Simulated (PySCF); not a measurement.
C₂H₄ClFSi, SMILES C=C[Si@H](F)Cl. Atoms are numbered in the order given.

```xyz
9

C     -2.5052     0.0221     0.3336
C     -1.3406    -0.4862     0.7852
Si     0.2817     0.3343     0.4086
F     -0.0292     1.6285    -0.5449
Cl     1.5123    -0.9671    -0.6347
H     -3.4757    -0.4582     0.5460
H     -2.5320     0.9427    -0.2739
H     -1.3482    -1.4137     1.3866
H      1.0405     0.8172     1.6023
```

Coordinates come from a PBE-D3(BJ)/def2-SVP optimisation. The structure was generated by enumeration; whether it is a known compound was not checked. The values are those of a single conformer.

Calculation: PySCF with PBE-D3(BJ)/def2-SVP.

Frequencies are harmonic and unscaled.

### Question
Give all harmonic wavenumbers and intensities. (An estimate is asked for; the answer gives what the named calculation found.)

### Answer

```csv
mode,ν (cm⁻¹),IR (km/mol),moving atoms (share of kinetic energy)
1,82,0.2,"C 47 %, H 28 %, Cl 15 %"
2,148,0.2,"C 29 %, F 27 %, H 21 %, Cl 13 %, Si 10 %"
3,194,5.7,"F 30 %, C 30 %, H 21 %, Cl 12 %"
4,254,5.1,"F 40 %, Cl 26 %, Si 16 %, H 12 %"
5,388,9.7,"C 35 %, Si 27 %, H 22 %, F 11 %"
6,496,28.5,"H 40 %, C 30 %, Cl 16 %, Si 10 %"
7,558,86.6,"Si 39 %, Cl 24 %, H 23 %, C 11 %"
8,674,26.0,"C 41 %, H 30 %, Si 25 %"
9,790,38.3,"H 74 %, F 19 %"
10,802,224.7,"H 83 %, Si 13 %"
11,885,129.8,"Si 41 %, F 39 %, H 19 %"
12,963,23.3,"H 72 %, C 28 %"
13,975,22.3,"H 78 %, C 15 %"
14,1000,14.7,H 94 %
15,1227,0.9,"H 71 %, C 28 %"
16,1368,16.8,"H 85 %, C 15 %"
17,1618,12.9,"C 87 %, H 13 %"
18,2211,113.5,H 97 %
19,3058,8.5,H 95 %
20,3081,1.1,"H 92 %, C 8 %"
21,3155,2.6,"H 89 %, C 11 %"
```
